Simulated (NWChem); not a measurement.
# C3H5ClSi; SMILES C#C[Si@@H](C)Cl

```xyz
10

C      0.8753     2.6476    -0.2441
C      0.3900     1.5666     0.0331
Si    -0.3727    -0.0462     0.4517
C     -2.0099    -0.2414    -0.4134
Cl     0.9122    -1.5564    -0.1610
H      1.3093     3.6016    -0.4890
H     -0.5005    -0.1483     1.9306
H     -2.4578    -1.2181    -0.1762
H     -1.8786    -0.1715    -1.5034
H     -2.7042     0.5513    -0.0937
```
Atoms are numbered in this order, from 1.

Level: PBE0/def2-SVP (NWChem), optimised geometry, unscaled harmonic frequencies. 

```json
[
 {"frequency (cm⁻¹)": "115", "IR intensity (km/mol)": "1.1"},
 {"frequency (cm⁻¹)": "150", "IR intensity (km/mol)": "1.3"},
 {"frequency (cm⁻¹)": "169", "IR intensity (km/mol)": "0.5"},
 {"frequency (cm⁻¹)": "195", "IR intensity (km/mol)": "1.3"},
 {"frequency (cm⁻¹)": "339", "IR intensity (km/mol)": "17.8"},
 {"frequency (cm⁻¹)": "340", "IR intensity (km/mol)": "20.5"},
 {"frequency (cm⁻¹)": "527", "IR intensity (km/mol)": "56.3"},
 {"frequency (cm⁻¹)": "633", "IR intensity (km/mol)": "63.2"},
 {"frequency (cm⁻¹)": "687", "IR intensity (km/mol)": "17.4"},
 {"frequency (cm⁻¹)": "746", "IR intensity (km/mol)": "18.2"},
 {"frequency (cm⁻¹)": "756", "IR intensity (km/mol)": "13.1"},
 {"frequency (cm⁻¹)": "756", "IR intensity (km/mol)": "33.0"},
 {"frequency (cm⁻¹)": "758", "IR intensity (km/mol)": "89.5"},
 {"frequency (cm⁻¹)": "858", "IR intensity (km/mol)": "246.5"},
 {"frequency (cm⁻¹)": "895", "IR intensity (km/mol)": "127.6"},
 {"frequency (cm⁻¹)": "1265", "IR intensity (km/mol)": "28.1"},
 {"frequency (cm⁻¹)": "1421", "IR intensity (km/mol)": "5.3"},
 {"frequency (cm⁻¹)": "1424", "IR intensity (km/mol)": "3.3"},
 {"frequency (cm⁻¹)": "2169", "IR intensity (km/mol)": "51.6"},
 {"frequency (cm⁻¹)": "2263", "IR intensity (km/mol)": "101.6"},
 {"frequency (cm⁻¹)": "3063", "IR intensity (km/mol)": "0.2"},
 {"frequency (cm⁻¹)": "3172", "IR intensity (km/mol)": "0.5"},
 {"frequency (cm⁻¹)": "3180", "IR intensity (km/mol)": "0.2"},
 {"frequency (cm⁻¹)": "3471", "IR intensity (km/mol)": "53.6"}
]
```

| Item | Value |
|---|---|
| zero-point energy | 41.9 kcal/mol |
| thermal correction to the enthalpy at 298.15 K (with zero-point energy) | 47.0 kcal/mol |
| heat capacity Cv | 24.1 cal/(mol K) |
| entropy at 298.15 K and 1 atm (symmetry number 1) | 82.9 cal/(mol K) |
| dipole moment | 2.00 D |

Rigid rotor and harmonic oscillator.
